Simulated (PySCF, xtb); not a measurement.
TaOCl2, SMILES [O]=[Ta]([Cl])[Cl] (connectivity only; charge and spin as stated), neutral, multiplicity 2.

Harmonic wavenumbers (cm⁻¹) from GFN2-xTB run with xtb at its own minimum, in rising order: 71, 84, 112, 315, 347, 805.

**Question.** What does B3LYP-D3(BJ)/def2-SVP (PySCF 2.14.0) give at its own minimum? (An estimate is asked for; the answer gives what the named calculation found.)

**Answer.** 50, 98, 209, 380, 413, 1007. Paired by order, the mean absolute difference is 77 cm⁻¹ and the zero-point energies are 2.5 and 3.1 kcal/mol.
